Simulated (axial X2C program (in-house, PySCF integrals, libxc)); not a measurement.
**YP: from the spin-free to the two-component result**

All values were computed with an axial X2C code built on PySCF integrals. Spin-free means the one-electron spin-free X2C Hamiltonian; two-component (2c) means X2C with spin–orbit coupling and atomic mean-field two-electron Coulomb and Gaunt terms, so the difference of the two also holds small scalar two-electron terms. Basis: Y dyall-cv3z [11s12p9d6f3g], P dyall-v3z [8s7p2d1f] (cores contracted in-house); Gaussian nuclei, density fitting, unrestricted open shells. Masses: Y 88.906 u, P 30.974 u.

Spin-free state: M_S = 0, Λ = 0 (closed shell); fragments Y + P.

```
level  Re (Å)  ωe (cm⁻¹)  De (eV)  μ (D)
 PBE0   2.294      480.7    3.161  -7.55
```

Dipoles are positive if P is the positive end.

Two-component determinant lowest at the distance of the search:

Ω = 0 (closed shell); fragments Y + P.

```csv
level,Re (Å),ωe (cm⁻¹),μ (D)
PBE0,2.294,480.8,-7.55
```

Problem. From the two tables, how do the constants change at the PBE0 level (2c against spin-free)?

Solution. At the PBE0 level Re is unchanged within 0.001 Å and ωe stays the same within 0.2 cm⁻¹.

Occupations by symmetry block were frozen at the best pattern of an incomplete PBE0 search. The closed shell is kept restricted, so the energy runs too high when the bond is stretched far. De is counted from the lowest determinant-based energies of the atoms at the same level, without counterpoise correction. De is not given where an atomic determinant may have missed its ground term or J level, or where the truncated virtual space spoils (T). Other states lie close and PBE0, whose exact exchange favours high spin, may order them wrongly; the determinant shown need not be the ground state. The nearest other spin-free determinant of the search, M_S = 1, Λ = 1, lies 0.44 eV up at the distance of the search. The functionals have no current-density term, which raises determinants with orbital currents, atoms included. The stretched end of a curve changes character and is left out.
